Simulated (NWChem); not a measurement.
# C₂H₅BO₃; SMILES OCB1OCO1

```xyz
11

O      0.4114    -2.3138    -0.1614
C     -0.6472    -1.4144     0.0694
B     -0.2315     0.0908    -0.0024
O     -0.9620     1.2671    -0.0154
C      0.3147     1.8832    -0.0313
O      1.0325     0.6581    -0.0182
H      1.1870    -1.9901     0.3081
H     -1.1578    -1.5994     1.0409
H     -1.4250    -1.6045    -0.6910
H      0.5026     2.4907     0.8695
H      0.4928     2.4653    -0.9507
```
Atoms are numbered in this order, from 1.

Level: PBE0/def2-SVP (NWChem), optimised geometry, unscaled harmonic frequencies. 

```csv
frequency (cm⁻¹),IR intensity (km/mol)
72,1.0
139,7.8
202,6.1
277,138.1
421,3.3
514,10.0
655,12.7
879,25.7
961,19.6
970,6.2
1109,209.6
1120,46.4
1139,0.2
1147,10.0
1166,86.8
1199,59.1
1285,24.7
1363,96.2
1421,83.8
1445,46.2
1483,102.1
1537,25.0
2975,40.7
3071,58.7
3090,10.9
3148,23.5
3885,42.0
```

| Quantity | Value |
|---|---|
| zero-point energy | 52.4 kcal/mol |
| thermal correction to the enthalpy at 298.15 K (with zero-point energy) | 56.9 kcal/mol |
| heat capacity Cv | 20.4 cal/(mol K) |
| entropy at 298.15 K and 1 atm (symmetry number 1) | 78.9 cal/(mol K) |
| dipole moment | 2.18 D |

Rigid rotor and harmonic oscillator; modes under 100 cm⁻¹ make the entropy uncertain.
